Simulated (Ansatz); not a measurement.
A structure relaxed at PBE-D4/def2-SVP in Ansatz, charge 0, singlet:

```xyz
12

Sn   -0.822   -0.231   -0.803
Sn    0.737    1.245   -2.868
Sn    1.573    1.242    0.328
Sn   -0.532   -1.219    1.881
H    -2.117   -1.719    2.371
H     2.069    0.040   -2.761
H    -0.890   -1.771   -1.609
H     0.237    2.387    0.745
H     0.534   -2.580    1.914
H     1.601    2.218   -1.456
H    -2.420    0.440   -0.775
H     0.032   -0.053    3.033
```

(1) Give its formula.

(2) Summarise the bond lengths by kind (pairs closer than 1.2 times the sum of covalent radii, bridged metal pairs left out).

Results:

(1) the cluster Sn4H8.

(2) 3 × Sn–Sn 2.87 to 3.03 Å; 9 × H–Sn 1.73 to 2.03 Å.

In the def2 sets Sn takes a core potential; there is no spin–orbit coupling. Another isomer (singlet) lies 0.35 eV lower at PBE0-D4/def2-TZVP; other spin states weren't run for this one.
